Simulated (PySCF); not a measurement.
(3Z)-3-methylpenta-1,3-diene (C6H10), SMILES C/C=C(/C)C=C.

The structure is a stationary point at PBE-D3(BJ)/def2-SVP. One conformer was computed; it need not be the lowest.

Calculation: B3LYP/def2-TZVP run with PySCF.

Task: Estimate the frontier levels, gap, dipole moment and polarisability. (An estimate is asked for; the answer gives what the named calculation found.)

Result: 
* **highest occupied level**: -6.14 eV
* **lowest empty level**: -0.97 eV
* **orbital gap**: 5.18 eV
* **dipole moment**: 0.51 D
* **quadrupole, principal values (traceless, Buckingham form, about the centre of nuclear charge)**: -5.02, 1.82, 3.19 D·Å
* **mean static polarisability**: 81.0 bohr³ (12.01 Å³)
* **polarisability, principal values**: 51.4, 72.8, 118.8 bohr³
